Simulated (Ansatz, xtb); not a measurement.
## C7H8: 11 structures ranked

11 gas-phase structures of C7H8, from a drawn sample of its isomers (lower ones may exist). Each was relaxed with GFN2-xTB:

A. `C#C/C(C=C)=C\C`, a singlet
B. `C#C/C=C\C(=C)C`, a singlet
C. `C#C/C(C=C)=C/C`, a singlet
D. `C#C/C(C)=C\C=C`, a singlet
E. `C#C/C=C(/C)C=C`, a singlet
F. `C#CC(=C)/C=C/C`, a singlet
G. `C#C/C=C/C=C/C`, a singlet
H. `C#CC(=C)C(=C)C`, a singlet
I. `C#C/C=C(\C)C=C`, a singlet
J. `C#CC(=C)/C=C\C`, a singlet
K. `C#C/C=C/C(=C)C`, a singlet

Q: Estimate their order in r2SCAN-D4/def2-SVP energy at these geometries, lowest first.

A: Calculated order at r2SCAN-D4/def2-SVP: I (0.0), G (0.2), E (3.1), D (4.2), K (4.4), A (11.7), B (12.2), F (15.2), C (20.1), H (20.5), J (33.0) kJ/mol. Less than 1 kcal/mol parts I and G; G and E; E and D; D and K; A and B; B and F; C and H, so the order within those pairs means little.

Energies above the lowest of each column, in kJ/mol; the last columns are at B3LYP-D3(BJ)/def2-SVP geometries and were run for some of them only (a dash: not run or not comparable):

```
structure  GFN2-xTB  HF/STO-3G  r2SCAN-D4/def2-SVP  B3LYP-D3(BJ)/def2-SVP  CCSD(T)/def2-SVP + ΔMP2/def2-TZVPP
        I       4.6        7.6                 0.0                    0.0                                 0.0
        G       0.0        0.0                 0.2                    0.3                                 4.8
        E       5.5        8.3                 3.1                    2.5                                 1.7
        D       2.7        5.1                 4.2                    3.2                                 2.2
        K       5.0        7.5                 4.4                    3.8                                 3.0
        A      10.4        8.0                11.7                      –                                   –
        B       9.6       19.4                12.2                      –                                   –
        F       9.7        8.0                15.2                      –                                   –
        C      17.2       15.6                20.1                      –                                   –
        H      15.4       17.7                20.5                      –                                   –
        J      22.0       26.8                33.0                      –                                   –
```

CCSD(T)/def2-SVP + ΔMP2/def2-TZVPP puts I lowest of those it was run on, with D and E and K within 1 kcal/mol; GFN2-xTB picks G, HF/STO-3G picks G. CCSD(T)/def2-SVP + ΔMP2/def2-TZVPP orders those it was run on as I (0.0), E (1.7), D (2.2), K (3.0), G (4.8) kJ/mol. Less than 1 kcal/mol parts I and E; E and D; D and K; K and G, so the order within those pairs means little. Some further structures that were screened fall inside this span and aren't listed. Flexible structures stand in one conformer each, not always the lowest. Frequencies (GFN2-xTB) were run for D, E, G, I, K alone. ΔMP2 is the change of the MP2 energy from the smaller to the larger basis.

Over these structures GFN2-xTB departs from r2SCAN-D4/def2-SVP by 3.1 kJ/mol on average once a common shift is removed. A GFN2-xTB relaxation took about 0.079 s and the r2SCAN-D4/def2-SVP energy about 3.6 s on a shared host (Ansatz 0.2.0, xtb 6.7.1).
